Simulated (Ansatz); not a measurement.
Molecule: diaminoboranylethane, C$_{2}$H$_{9}$BN$_{2}$ (charge 0, singlet). 
Coordinates optimised at B3LYP-D3(BJ)/def2-TZVP (Ansatz, an electronic-structure program):
SMILES: CCB(N)N
```xyz
14

C      1.9339    -0.3855    -0.5848
C      0.9890     0.3923     0.3352
B     -0.5655     0.1044     0.1620
N     -1.4889     0.7970     0.9885
N     -1.0249    -0.8277    -0.8005
H      2.9805    -0.1317    -0.4037
H      1.8341    -1.4643    -0.4391
H      1.7288    -0.1746    -1.6376
H      1.2607     0.1966     1.3794
H      1.1569     1.4673     0.1985
H     -1.1946     1.4633     1.6795
H     -2.4863     0.6783     0.9485
H     -0.3994    -1.3339    -1.4002
H     -1.9933    -1.0495    -0.9541
```
Charge 0, spin multiplicity 1.

Dipole moments at this geometry, in debye (magnitudes).

| level | program | dipole (D) |
|---|---|---|
| SVWN5/def2-TZVPD | Ansatz | 1.05 |
| PBE/def2-TZVPD | Ansatz | 1.05 |
| revPBE/def2-TZVPD | Ansatz | 1.06 |
| B97M-V/def2-TZVPD | Ansatz | 0.99 |
| B3LYP/def2-TZVPD | Ansatz | 1.02 |
| BHLYP/def2-TZVPD | Ansatz | 0.98 |
| r2SCANh/def2-TZVPD | Ansatz | 1.03 |
| r2SCAN0/def2-TZVPD | Ansatz | 1.01 |
| HSE06/def2-TZVPD | Ansatz | 1.02 |
| CAM-B3LYP/def2-TZVPD | Ansatz | 1.01 |
| LC-wPBE/def2-TZVPD | Ansatz | 1.01 |
| wB97M-V/def2-TZVPD | Ansatz | 1.03 |
| CCSD(T)/aug-cc-pVDZ | Ansatz | 1.04 |
